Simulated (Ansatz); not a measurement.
One change: `Cl[CH2][GeH2][SeH]` becomes `[F][GeH2][CH2]Cl`.

Ansatz, PBE0-D4/def2-TZVP geometries, multiplicity 1. Each molecule was computed in one conformer, which needn't be the lowest.

Scalar relativity is left out up to krypton. Spin–orbit coupling is left out; it splits and shifts lone-pair levels of the heavy atoms by tenths of an eV.

| property | `Cl[CH2][GeH2][SeH]` |
| --- | --- |
| size of the dipole moment (PBE/def2-TZVPP) / D | 2.22 |
| LUMO energy (ωB97M-V/def2-TZVPP) / eV | 1.57 |
| LUMO energy (B3LYP/def2-TZVPP) / eV | -0.52 |
| HOMO–LUMO gap (PBE/def2-TZVPP) / eV | 4.73 |
| HOMO–LUMO gap (B3LYP/def2-TZVPP) / eV | 6.25 |
| size of the dipole moment (ωB97M-V/def2-TZVPP) / D | 2.37 |

Question: Give the same properties after the change, and the shifts. (Estimate.)

Answer: Ansatz gave: 
| property | `[F][GeH2][CH2]Cl` | shift |
| --- | --- | --- |
| size of the dipole moment (PBE/def2-TZVPP) / D | 2.66 | 0.44 |
| LUMO energy (ωB97M-V/def2-TZVPP) / eV | 1.80 | 0.23 |
| LUMO energy (B3LYP/def2-TZVPP) / eV | -0.34 | 0.18 |
| HOMO–LUMO gap (PBE/def2-TZVPP) / eV | 5.88 | 1.15 |
| HOMO–LUMO gap (B3LYP/def2-TZVPP) / eV | 7.65 | 1.40 |
| size of the dipole moment (ωB97M-V/def2-TZVPP) / D | 2.83 | 0.46 |

With PBE0 the HOMO falls by 1.21 eV and the LUMO rises by 0.19 eV, so the gap widens by about 1.40 eV. PBE moves the HOMO by -1.02 eV and ωB97M-V by -1.27 eV. Dipoles are sizes alone; their direction can turn.

B3LYP here is the variant with VWN-RPA as its local correlation; programs differ in this.
